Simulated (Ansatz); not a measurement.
`[SiH3][SiH2][GeH2][GeH2][SiH2][GeH3]` + `N[CH2][GeH2][SiH3]` → `[SiH3][SiH2][GeH2][GeH2][GeH2][SiH3]` + `NC[SiH2][GeH3]`  (redistribution)

Isolated molecules relaxed with PBE0-D4/def2-TZVP in Ansatz; ΔE leaves out vibrations. CBS: MP2 limit from def2 TZ/QZ plus the TZ coupled-cluster correction, frozen cores. Functionals use def2-TZVPP. B3LYP here is the variant with VWN-RPA as its local correlation; programs differ in this. For Ge outer-core shells are correlated without core-valence functions, which leaves a few kJ/mol of doubt a bond. Scalar relativity is left out up to krypton. One conformer a species, not always the lowest.

```tsv
level	ΔE (kJ/mol)	difference from CCSD(T)/CBS
r2SCAN-D4	-21.0	-0.1
PBE0-D4	-20.4	0.5
B3LYP-D4	-22.7	-1.8
ωB97X-V	-20.3	0.6
CCSD/def2-TZVPP	-19.3	1.6
CCSD(T)/def2-TZVPP	-18.5	2.4
SCS-MP2/def2-QZVPP	-21.3	-0.4
HF/CBS(def2)	-24.6	-3.7
MP2/CBS(def2)	-22.4	-1.5
CCSD/CBS(def2)	-21.6	-0.7
CCSD(T)/CBS	-20.9	0
```

Largest T1 diagnostic among the species: 0.013.

In def2-TZVPP, CCSD(T) changes the Hartree–Fock value by +4.8 kJ/mol (the triples alone add +0.8 kJ/mol) and MP2 by +3.3 kJ/mol.
